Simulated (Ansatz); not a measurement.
A nudged elastic band was laid between two geometries of C3H9BGe (14 atoms, charge 0, multiplicity 1).

The calculation used Ansatz 0.2.0, RKS B3LYP-D4/def2-SVP.

```
movable images  : 5
climbing image  : yes
spring          : 5.0 eV/Å²
optimiser       : quadratic models (default)
start path      : through a guess of the saddle point
force threshold : 0.05 eV/Å
iteration limit : 60
end points      : relaxed
```

Image 0:

```xyz
14
Properties=species:S:1:pos:R:3
C -1.275 0.957 0.291
C -0.194 -0.067 -0.040
Ge 1.438 0.118 1.041
B -0.478 -1.499 -0.477
C 0.052 -0.499 -1.514
H -1.597 0.880 1.343
H -0.926 1.990 0.120
H -2.171 0.810 -0.335
H 2.433 -1.017 0.709
H 1.083 0.061 2.542
H 2.113 1.475 0.727
H -0.890 -2.588 -0.209
H -0.672 -0.127 -2.255
H 1.073 -0.522 -1.914
```

Image 6:

```xyz
14
Properties=species:S:1:pos:R:3
C -1.163 1.125 0.101
C -0.201 -0.051 -0.035
Ge 1.432 0.126 1.047
B -0.635 -1.496 -0.244
C 0.009 -0.739 -1.414
H -1.508 1.249 1.141
H -0.695 2.074 -0.214
H -2.059 0.982 -0.525
H 2.258 1.334 0.540
H 2.295 -1.150 0.924
H 1.059 0.350 2.528
H -1.164 -2.479 0.184
H -0.665 -0.418 -2.222
H 1.024 -0.936 -1.781
```

(1) What changes between the two ends?

(2) Give the energies along the band, and the barrier.

(3) What is the geometry of the highest image?

(4) What are the harmonic wavenumbers there?

Results:

(1) No bond is made or broken. The dihedral C5–C2–Ge3–H10 goes from -160 to -40°. The two ends are copies of one structure, up to a mirror image or an exchange of like atoms.

(2) It converged. The highest image is number 3 of 0 to 6, 0.062 eV above the ends, which have the same energy within 2 meV. A vibrational analysis at the climbing image gives one clearly imaginary mode, 114i cm⁻¹: a first-order saddle point.

```json
{"image": "0", "path coordinate (Å)": "0.00", "energy (eV)": "0.000", "dihedral C5–C2–Ge3–H10 (°)": "-160"}
{"image": "1", "path coordinate (Å)": "0.80", "energy (eV)": "0.015", "dihedral C5–C2–Ge3–H10 (°)": "-141"}
{"image": "2", "path coordinate (Å)": "1.60", "energy (eV)": "0.046", "dihedral C5–C2–Ge3–H10 (°)": "-121"}
{"image": "3", "path coordinate (Å)": "2.41", "energy (eV)": "0.062", "dihedral C5–C2–Ge3–H10 (°)": "-100"}
{"image": "4", "path coordinate (Å)": "3.21", "energy (eV)": "0.045", "dihedral C5–C2–Ge3–H10 (°)": "-80"}
{"image": "5", "path coordinate (Å)": "4.01", "energy (eV)": "0.014", "dihedral C5–C2–Ge3–H10 (°)": "-59"}
{"image": "6", "path coordinate (Å)": "4.81", "energy (eV)": "0.000", "dihedral C5–C2–Ge3–H10 (°)": "-40"}
```

(3) 
```xyz
14
Properties=species:S:1:pos:R:3
C -1.187 1.093 0.143
C -0.201 -0.058 -0.039
Ge 1.444 0.116 1.046
B -0.620 -1.498 -0.300
C 0.016 -0.695 -1.441
H -1.536 1.171 1.185
H -0.741 2.064 -0.134
H -2.080 0.953 -0.489
H 2.685 0.056 0.128
H 1.577 -0.999 2.109
H 1.397 1.478 1.773
H -1.142 -2.499 0.095
H -0.663 -0.358 -2.239
H 1.038 -0.853 -1.810
```

(4) 114i, 142, 204, 221, 245, 300, 466, 527, 573, 591, 748, 806, 838, 853, 880, 893, 905, 941, 990, 1063, 1085, 1150, 1301, 1393, 1408, 1462, 1471, 2110, 2113, 2121, 2698, 3010, 3066, 3082, 3097, 3146 cm⁻¹.

The run took 2.8 min on 2 threads of Arm Neoverse V2 (shared host), peak memory 0.39 GiB.
